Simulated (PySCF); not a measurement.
C3H8N, SMILES [CH2]N(C)C, multiplicity 2.

Coordinates come from a PBE-D3(BJ)/def2-SVP optimisation. The isomer is the one that the SMILES or the coordinates give; other isomers of the formula were not compared.

The numbers are results of TDA-PBE0/def2-SVPD run with PySCF, not measurements.

Vertical excitations. Isolated molecule, no solvent.

Computed UV-visible absorptions:
| state | energy (eV) | λ (nm) | f | main pairs |
|---|---|---|---|---|
| root 1 | 3.68 | 337 | 0.023 | α HOMO→LUMO 96 % |
| root 2 | 4.72 | 263 | 0.001 | α HOMO→LUMO+1 98 % |
| root 3 | 4.73 | 262 | 0.004 | α HOMO→LUMO+2 96 % |
| root 4 | 5.26 | 236 | 0.107 | β HOMO→LUMO 87 % |
| root 5 | 5.50 | 226 | 0.003 | α HOMO→LUMO+3 68 %, α HOMO→LUMO+5 25 % |
| root 6 | 5.53 | 224 | 0.019 | α HOMO→LUMO+4 96 % |
| root 7 | 5.68 | 218 | 0.002 | α HOMO→LUMO+5 46 %, α HOMO→LUMO+3 30 %, α HOMO→LUMO+6 17 % |
| root 8 | 5.92 | 209 | 0.046 | α HOMO→LUMO+6 70 %, α HOMO→LUMO+5 24 % |
| root 9 | 6.44 | 193 | 0.001 | α HOMO→LUMO+7 91 % |
| root 10 | 6.75 | 184 | 0.046 | α HOMO→LUMO+8 97 % |
Unrestricted roots are not spin-pure.
Roots above 6.5 eV, the ΔSCF ionisation energy, lie in the ionisation continuum and depend on the basis.
